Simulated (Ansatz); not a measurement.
Z-matrix (Å, degrees):
```
Hf
Se 1 2.551
Se 1 2.560 2 110.5
Cl 1 2.323 2 110.9 3 -122.2
Se 1 2.553 2 104.4 3 117.0
H 2 1.474 1 86.7 3 -20.6
H 3 1.474 1 86.3 2 90.0
H 5 1.476 1 88.2 2 174.6
```

Total charge 0; spin multiplicity 1. Hf takes the def2 core potential.

(1) List the CAM-B3LYP/def2-TZVPP orbital energies in eV (Ansatz). (Best estimate.)

Answers

(1) Computed: Occupied: -12352.99, -12352.94, -12352.93, -2764.65, -1582.19, -1582.15, -1582.13, -1420.40, -1420.36, -1420.35, -1420.35, -1420.34, -1420.31, -1420.30, -1420.29, -1420.28, -259.45, -214.78, -214.74, -214.72, -198.42, -198.39, -198.39, -158.90, -158.86, -158.85, -158.73, -158.70, -158.69, -158.67, -158.66, -158.63, -71.29, -59.70, -59.66, -59.65, -59.64, -59.61, -59.60, -59.59, -59.57, -59.55, -59.49, -59.48, -59.44, -59.44, -59.42, -59.41, -39.59, -39.46, -39.44, -24.51, -21.50, -21.24, -21.20, -12.73, -12.63, -12.61, -12.39, -11.46, -11.45, -10.54, -9.82, -9.80, -9.19, -8.99, -8.72. Lowest empty: -1.14, -1.07, -0.59, -0.47, -0.31, 0.18, 1.28, 1.47.
